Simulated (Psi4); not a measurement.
Psi4 input (wB97X-D/6-311+G**):

```
memory 1500 MB

molecule {
1 1
Cl   -1.70065562   -0.32158786    0.05694345
Si    0.00102501    0.63883195   -0.00618000
Cl    1.69961322   -0.32808452   -0.05065858
H     0.00337071    2.10078307   -0.02032277
symmetry c1
no_reorient
no_com
}

set {
  basis 6-311+G**
  reference rks
  scf_type pk
  dft_radial_points 99
  dft_spherical_points 590
  e_convergence 1e-8
  d_convergence 1e-7
  maxiter 150
}

e = energy('wb97x-d')
print_out(f'\nFINAL {e:.10f} DIPOLE {variable("CURRENT DIPOLE")[0]:.6f} {variable("CURRENT DIPOLE")[1]:.6f} {variable("CURRENT DIPOLE")[2]:.6f}\n')
```

Output:

```
   => Loading Basis Set <=

    Name: 6-311+G**
    Role: ORBITAL
    Keyword: BASIS
    atoms 1, 3 entry CL         line   468 file 6-311pgss.gbs
    atoms 2    entry SI         line   351 file 6-311pgss.gbs
    atoms 4    entry H          line    42 file 6-311pgss.gbs

   => WB97X-D: Empirical Dispersion <=

    Chai and Head-Gordon Dispersion Correction
    Chai, J.-D.; Head-Gordon, M. (2010), J. Chem. Phys., 132: 6615-6620

        s6 =       1.000000

         ---------------------------------------------------------
                                   SCF
               by Justin Turney, Rob Parrish, Andy Simmonett
                          and Daniel G. A. Smith
                              RKS Reference
         ---------------------------------------------------------

  ==> Geometry <==

    Molecular point group: c1
    Full point group: C1

    Geometry (in Angstrom), charge = 1, multiplicity = 1:

       Center              X                  Y                   Z               Mass
    ------------   -----------------  -----------------  -----------------  -----------------
         CL          -1.700655620000    -0.321587860000     0.056943450000    34.968852682000
         SI           0.001025010000     0.638831950000    -0.006180000000    27.976926534650
         CL           1.699613220000    -0.328084520000    -0.050658580000    34.968852682000
         H            0.003370710000     2.100783070000    -0.020322770000     1.007825032230

  Running in c1 symmetry.

  Rotational constants: A =      0.72514  B =      0.08331  C =      0.07472 [cm^-1]
  Rotational constants: A =  21739.21590  B =   2497.48578  C =   2240.13083 [MHz]
  Nuclear repulsion =  184.935819611836507

  Charge       = 1
  Multiplicity = 1
  Electrons    = 48
  Nalpha       = 24
  Nbeta        = 24

  ==> Algorithm <==

  SCF Algorithm Type is PK.
  DIIS enabled.
  MOM disabled.
  Fractional occupation disabled.
  Guess Type is SAD.
  Energy threshold   = 1.00e-08
  Density threshold  = 1.00e-07
  Integral threshold = 1.00e-12

  ==> Primary Basis <==

  Basis Set: 6-311+G**
    Blend: 6-311+G**
    Number of shells: 46
    Number of basis functions: 96
    Number of Cartesian functions: 99
    Spherical Harmonics?: true
    Max angular momentum: 2

  ==> DFT Potential <==

   => LibXC <=

    Version 7.1.2
    S. Lehtola, C. Steigemann, M. J. T. Oliveira, and M. A. L. Marques,  SoftwareX 7, 1–5 (2018) (10.1016/j.softx.2017.11.002)

   => Composite Functional: WB97X-D <=

    wB97X-D Hyb-GGA Exchange-Correlation Functional

    J.-D. Chai and M. Head-Gordon,  Phys. Chem. Chem. Phys. 10, 6615–6620 (2008) (10.1039/B810189B)

    Deriv               =              1
    GGA                 =           TRUE
    Meta                =          FALSE

    Exchange Hybrid     =           TRUE
    MP2 Hybrid          =          FALSE

   => Exchange-Correlation Functionals <=

    1.0000   wB97X-D range-separated functional

   => Exact (HF) Exchange <=

    0.7780            HF,LR [omega = 0.2000]
    0.2220               HF

   => LibXC Density Thresholds  <==

    XC_HYB_GGA_XC_WB97X_D:  1.00E-14

   => Molecular Quadrature <=

    Radial Scheme          =       TREUTLER
    Pruning Scheme         =           NONE
    Nuclear Scheme         =       TREUTLER

    Blocking Scheme        =         OCTREE
    BS radius alpha        =              1
    Pruning alpha          =              1
    Radial Points          =             99
    Spherical Points       =            590
    Total Points           =         226010
    Total Blocks           =           1758
    Max Points             =            256
    Max Functions          =             88
    Weights Tolerance      =       1.00E-15

  ==> Integral Setup <==

  Using in-core PK algorithm.
   Calculation information:
      Number of atoms:                   4
      Number of AO shells:              46
      Number of primitives:             83
      Number of atomic orbitals:        99
      Number of basis functions:        96

      Integral cutoff                 1.00e-12
      Number of threads:                 1

  Performing in-core PK
  Using 32524488 doubles for integral storage.
  We computed 463762 shell quartets total.
  Whereas there are 584821 unique shell quartets.

  Computing range-separated integrals for PK
  We computed 463762 wK shell quartets total.
  Whereas there are 584821 wK unique shell quartets.

  ==> DiskJK: Disk-Based J/K Matrices <==

    J tasked:                  Yes
    K tasked:                  Yes
    wK tasked:                 Yes
    Omega:               2.000E-01
    Schwarz Cutoff:          1E-12


  Cached 50.0% of DFT collocation blocks in 0.216 [GiB].

  Minimum eigenvalue in the overlap matrix is 3.1461237650E-03.
  Reciprocal condition number of the overlap matrix is 5.0436347118E-04.
    Using symmetric orthogonalization.

  ==> Pre-Iterations <==

  SCF Guess: Superposition of Atomic Densities via on-the-fly atomic UHF (no occupation information).

   -------------------------
    Irrep   Nso     Nmo
   -------------------------
     A         96      96
   -------------------------
    Total      96      96
   -------------------------

  ==> Iterations <==

                        Total Energy        Delta E     RMS |[F,P]|

   @RKS iter SAD: -1210.47083391130877   -1.21047e+03   0.00000e+00
   @RKS iter   1: -1210.22134871225171    2.49485e-01   3.33568e-03 ADIIS/DIIS
   @RKS iter   2: -1210.23828348681172   -1.69348e-02   2.07390e-03 ADIIS/DIIS
   @RKS iter   3: -1210.25592492958890   -1.76414e-02   5.32836e-04 ADIIS/DIIS
   @RKS iter   4: -1210.25696024339481   -1.03531e-03   5.30306e-05 DIIS
   @RKS iter   5: -1210.25698573522300   -2.54918e-05   7.95378e-06 DIIS
   @RKS iter   6: -1210.25698665492519   -9.19702e-07   2.44288e-06 DIIS
   @RKS iter   7: -1210.25698673761644   -8.26913e-08   7.25475e-07 DIIS
   @RKS iter   8: -1210.25698674352225   -5.90580e-09   1.79493e-07 DIIS
   @RKS iter   9: -1210.25698674397836   -4.56112e-10   3.13633e-08 DIIS
  Energy and wave function converged.

  ==> Post-Iterations <==

   Electrons on quadrature grid:
      Ntotal   =   48.0000015337 ; deviation = 1.534e-06

    Orbital Energies [Eh]
    ---------------------

    Doubly Occupied:

       1A   -101.983483     2A   -101.983483     3A    -66.625011
       4A     -9.851794     5A     -9.851791     6A     -7.599120
       7A     -7.599120     8A     -7.592859     9A     -7.592859
      10A     -7.590966    11A     -7.590966    12A     -5.752865
      13A     -4.101778    14A     -4.096310    15A     -4.093073
      16A     -1.214471    17A     -1.186003    18A     -0.877567
      19A     -0.755038    20A     -0.754197    21A     -0.701558
      22A     -0.666669    23A     -0.664055    24A     -0.655769

    Virtual:

      25A     -0.270207    26A     -0.205508    27A     -0.125342
      28A     -0.101173    29A     -0.068012    30A     -0.058236
      31A     -0.044794    32A     -0.037028    33A     -0.009795
      34A     -0.008577    35A      0.002405    36A      0.007564
      37A      0.012360    38A      0.031741    39A      0.039282
      40A      0.065542    41A      0.129979    42A      0.141223
      43A      0.144233    44A      0.247614    45A      0.270306
      46A      0.283997    47A      0.297152    48A      0.297515
      49A      0.301985    50A      0.354759    51A      0.366792
      52A      0.382014    53A      0.390745    54A      0.511742
      55A      0.532015    56A      0.560535    57A      0.694916
      58A      0.696981    59A      0.698173    60A      0.715066
      61A      0.716772    62A      0.757063    63A      0.763136
      64A      0.799382    65A      0.832237    66A      0.919520
      67A      1.040764    68A      1.042236    69A      1.093376
      70A      1.164432    71A      1.260549    72A      1.271830
      73A      1.353715    74A      1.856504    75A      2.109338
      76A      2.127464    77A      2.133630    78A      2.145137
      79A      2.253370    80A      2.269078    81A      2.448950
      82A      5.261860    83A      9.511198    84A      9.527183
      85A     11.057925    86A     11.184470    87A     11.204338
      88A     25.673884    89A     25.728783    90A     25.738872
      91A     25.754999    92A     26.090299    93A     26.103480
      94A    140.750096    95A    215.576271    96A    215.598078

    Final Occupation by Irrep:
              A
    DOCC [    24 ]
    NA   [    24 ]
    NB   [    24 ]

  @RKS Final Energy: -1210.25698674397836

   => Energetics <=

    Nuclear Repulsion Energy =            184.9358196118365072
    One-Electron Energy =               -2028.6192763421133805
    Two-Electron Energy =                 690.0883373132820680
    DFT Exchange-Correlation Energy =     -56.6612028876924896
    Empirical Dispersion Energy =          -0.0006644392911820
    VV10 Nonlocal Energy =                  0.0000000000000000
    Total Energy =                      -1210.2569867439783593

Computation Completed

Properties will be evaluated at   0.000000,   0.000000,   0.000000 [a0]

Properties computed using the SCF density matrix

 Multipole Moments:

 ------------------------------------------------------------------------------------
     Multipole            Electronic (a.u.)      Nuclear  (a.u.)        Total (a.u.)
 ------------------------------------------------------------------------------------

 L = 1.  Multiply by 2.5417464519 to convert [e a0] to [Debye]
 Dipole X            :          0.0016243            0.0000001            0.0016244
 Dipole Y            :          1.0123758           -0.0000002            1.0123756
 Dipole Z            :         -0.0097937            0.0000000           -0.0097936
 Magnitude           :                                                    1.0124243

 ------------------------------------------------------------------------------------

FINAL -1210.2569867440 DIPOLE 0.001624 1.012376 -0.009794

*** Psi4 exiting successfully. Buy a developer a beer!
```

The dipole moment of an ion depends on the origin.
